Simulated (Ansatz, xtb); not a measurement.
# Isomers of C3H9GeN in order of energy

3 gas-phase structures of C3H9GeN, from a drawn sample of its isomers (lower ones may exist). Each was relaxed with GFN2-xTB:

A. `N[C]1([GeH3])CC1`, a singlet
B. `N[C@@H]1C[C@H]1[GeH3]`, a singlet
C. `N[C@@H]1C[C@@H]1[GeH3]`, a singlet

Make a reasoned guess at their ranking by r2SCAN-D4/def2-SVP//GFN2-xTB single-point energy.

Calculated order at r2SCAN-D4/def2-SVP//GFN2-xTB: C (0.0), B (0.1), A (3.4) kcal/mol. Less than 1 kcal/mol parts C and B, so the order within that pair means little.

Energies above the lowest of each column, in kcal/mol; the last columns are at r2SCAN-D4/def2-SVP geometries:

| structure | GFN2-xTB | HF/STO-3G | r2SCAN-D4/def2-SVP//GFN2-xTB | r2SCAN-D4/def2-SVP | CCSD(T)/def2-SVP + ΔMP2/def2-TZVPP |
| --- | --- | --- | --- | --- | --- |
| C | 0.0 | 0.5 | 0.0 | 0.0 | 0.0 |
| B | 3.6 | 0.0 | 0.1 | 1.5 | 0.9 |
| A | 2.8 | 2.6 | 3.4 | 4.6 | 4.1 |

CCSD(T)/def2-SVP + ΔMP2/def2-TZVPP has B and C within 1 kcal/mol of each other at the bottom, and every level picks one of them. Flexible structures stand in one conformer each, not always the lowest. ΔMP2 is the change of the MP2 energy from the smaller to the larger basis.

Programs: Ansatz 0.2.0, xtb 6.7.1.
